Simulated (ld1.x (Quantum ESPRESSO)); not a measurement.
# Before and after: ultrasoft potential for Pt (Z = 78)

ld1.x (Quantum ESPRESSO) 7.5 input, shortened:

```
&input
   title='Pt', zed=78., rel=2, dft='PBE', iswitch=3,
   config='[Xe] 4f14 5d8 6s0 6p0', rel_dist='average'
 /
 &inputp
   pseudotype=3, tm=.true., lloc=-2, rcloc=1.80,
   nlcc=.true., new_core_ps=.true., rcore=0.85,
   which_augfun='PSQ', rmatch_augfun_nc=.true.
 /
6
6S  1  0   0.00   0.00  2.30  2.45  0.0
6S  1  0   0.00   0.45  2.30  2.45  0.0
6P  2  1   0.00   0.00  1.95  2.55  0.0
6P  2  1   0.00   1.35  1.95  2.55  0.0
5D  3  2   8.00   0.00  1.55  1.75  0.0
5D  3  2   0.00  -0.25  1.55  1.75  0.0
 &test
   configts(1)='5d8 6s0 6p0'
 /
```

Open shells are filled in proportion to 2j + 1 (rel_dist='average').

Change: all radii but the core radius scaled by about 1.10 (s 2.70, p 2.80, d 1.92 bohr, rcut 2.54/2.14/1.70); local potential all-electron potential smoothed inside 1.98 bohr (lloc = -2).

Cutoffs: the cutoffs (Ry, on a coarse ladder) from which the occupation-weighted sum of valence levels, in a spherical-Bessel basis at the reference potential, stays within 10 and 1 mRy of its value at 400 Ry; they do not see the model core or the augmentation charge, which bear on the density cutoff. Errors are all-electron minus pseudo energies relative to the spin-unpolarised reference configuration.

Problem. How do hardness, ghosts and transferability respond?

Solution. The potential gets softer (35 Ry and 55 Ry → 30 Ry and 50 Ry); of the 7 tests that both files solve, the error grows in 2 and shrinks in 0 by more than 15 % and 0.3 meV (median size 39.1 → 43.7 meV); neither file shows a bound ghost. A larger radius leaves more room for a smooth pseudo-wave, so fewer plane waves are needed.

```csv
quantity,base,changed
"cutoff, loose",35 Ry,30 Ry
"cutoff, tight",55 Ry,50 Ry
bound ghosts,none,none
"error for 5d9 6s1 6p0, meV [ΔE -29.19 eV]",-40,-44
"error for 5d9 6s0 6p0, meV [ΔE -19.98 eV]",-38,-41
"error for 5d7 6s0 6p0, meV [ΔE 32.21 eV]",-80,-90
"error for 5d10 6s0 6p0, meV [ΔE -29.23 eV]",-89,-96
"error for 5d8 6s1 6p0, meV [ΔE -18.00 eV]",-7.9,-21
"error for 5d8 6s2 6p0, meV [ΔE -28.17 eV]",-19,-56
"error for 5d9 6s0.5 6p0, meV [ΔE -25.49 eV]",-39,-40
lowest overlap eigenvalue by channel,"s 0.45, p1/2 0.53, p3/2 0.55, d3/2 0.82, d5/2 0.64","s 0.46, p1/2 0.56, p3/2 0.56, d3/2 0.58, d5/2 0.74"
```
